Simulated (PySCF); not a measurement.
A side-by-side comparison of computed properties.

First species: C₃H₁₀NP.
Z-matrix (Å and degrees, PBE0-D3(BJ)/def2-SVP geometry), rows numbered from 1:
```
C 
P   1  1.8095
C   2  1.8346  1  104.75
C   2  1.8354  1  104.39  3   107.10
N   2  1.5706  1  107.55  3  -126.59
H   1  1.0992  2  112.02  3   -51.48
H   1  1.0991  2  108.28  3  -172.82
H   1  1.0988  2  108.22  3    70.08
H   3  1.1005  2  109.03  1   177.17
H   3  1.1007  2  112.61  1    56.10
H   3  1.0998  2  108.23  1   -65.31
H   4  1.1008  2  112.82  1   -54.28
H   4  1.1002  2  108.19  1    67.26
H   4  1.1007  2  108.99  1  -175.53
H   5  1.0187  2  114.57  1   178.04
```

Second species: C7H4N2Se.
SMILES: `C#C[C@H](C#N)c1cnc[se]1`

Levels: PBE0/def2-SVPD for dipole moment, HOMO energy, LUMO energy, HOMO–LUMO gap, static isotropic polarisability and electronic spatial extent ⟨r²⟩ about the centre of nuclear charge; TDDFT PBE0/def2-SVPD for lowest singlet excitation; PBE0-D3(BJ)/def2-SVP for rotational constant A and rotational constant C. Geometries: PBE0-D3(BJ)/def2-SVP. Each structure is a single optimised conformer of the isolated species, non-relativistic unless stated; the electronic structure was computed with PySCF and density fitting.

The conformers computed, where there is a choice (atom-mapped SMILES and torsion angles):
- `[CH:1]#[C:2][C@H:3]([C:4]#[N:5])[c:6]1[cH:7][n:8][cH:9][se:10]1`: C2–C3–C6–C7 134°

```csv
property,column X,column Y
dipole moment,3.72 D,4.59 D
HOMO energy,-6.07 eV,-7.63 eV
LUMO energy,0.37 eV,-1.55 eV
HOMO–LUMO gap,6.44 eV,6.08 eV
lowest singlet excitation,5.38 eV,4.90 eV
static isotropic polarisability,71.8 au,110.0 au
electronic spatial extent ⟨r²⟩ about the centre of nuclear charge,570 bohr²,1863 bohr²
rotational constant A,3.709 GHz,1.587 GHz
rotational constant C,3.480 GHz,0.551 GHz
```

Problem. Which column belongs to which species?

Solution. Column X is the first species and column Y the second. The first has 15 atoms and 50 electrons, the second 14 and 94.

Problem. How does each property change from the first species to the second?

Solution. dipole moment +0.87 D; HOMO energy -1.56 eV; LUMO energy -1.92 eV; HOMO–LUMO gap -0.36 eV; lowest singlet excitation -0.48 eV; static isotropic polarisability +38.2 au; electronic spatial extent ⟨r²⟩ about the centre of nuclear charge +1293 bohr²; rotational constant A -2.122 GHz; rotational constant C -2.929 GHz.

On the first: S1 lies 1.06 eV below the HOMO–LUMO gap; its leading configuration is HOMO→LUMO, weight 0.96. No computed singlet falls in the visible range (750 to 380 nm, 1.65 to 3.26 eV); S1 lies 2.12 eV above its blue end.

On the second: In atomic units the dipole is 1.80 e·bohr (1 au = 2.5417 D). No computed singlet falls in the visible range (750 to 380 nm, 1.65 to 3.26 eV); S1 lies 1.64 eV above its blue end. The calculation is non-relativistic and has no spin–orbit coupling, an omission that weighs most on selenium.
